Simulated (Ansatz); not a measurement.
Consider the hydrogenolysis of a Te–Ga bond: `[GaH2][Te][GeH3]` + H₂ → `[GeH3][TeH]` + `[GaH3]`.

Gas-phase electronic energies from Ansatz, PBE0-D4/def2-TZVP geometries. CCSD(T)/CBS adds triple-zeta CCSD(T) − MP2 to the extrapolated MP2 energy (def2 sets, frozen cores). This one scheme is used for every species. Functionals use def2-TZVPP. B3LYP here is the variant with VWN-RPA as its local correlation; programs differ in this. def2 core potentials past Kr. For Ga, Ge, Te outer-core shells are correlated without core-valence functions, which leaves a few kJ/mol of doubt a bond. Scalar relativity is left out up to krypton.

Is it downhill or uphill in electronic energy at CCSD(T)/CBS, and by how much? (An estimate is asked.)

The calculation gave: Uphill: ΔE = +117.1 kJ/mol.

What do these levels give: PBE0-D4, PBE, r2SCAN, B3LYP, HF/def2-SVP, HF/CBS(def2)? (An estimate is asked.)

Computed: PBE0-D4 112.2, PBE 107.9, r2SCAN 112.4, B3LYP 97.7, HF/def2-SVP 82.2, HF/CBS(def2) 84.4 kJ/mol.

Largest T1 diagnostic among the species: 0.013.

At CCSD(T), def2-SVP lies −15.4 kJ/mol from the extrapolated value and def2-TZVPP −8.5 kJ/mol. Leaving LDA and LC-ωPBE aside and taking each functional with its dispersion term where it has one, the values, not all of them listed here, spread over 23.4 kJ/mol, from B97M-V to PBE-D4. In def2-TZVPP, CCSD(T) changes the Hartree–Fock value by +22.1 kJ/mol (the triples alone add +6.3 kJ/mol) and MP2 by +35.8 kJ/mol.
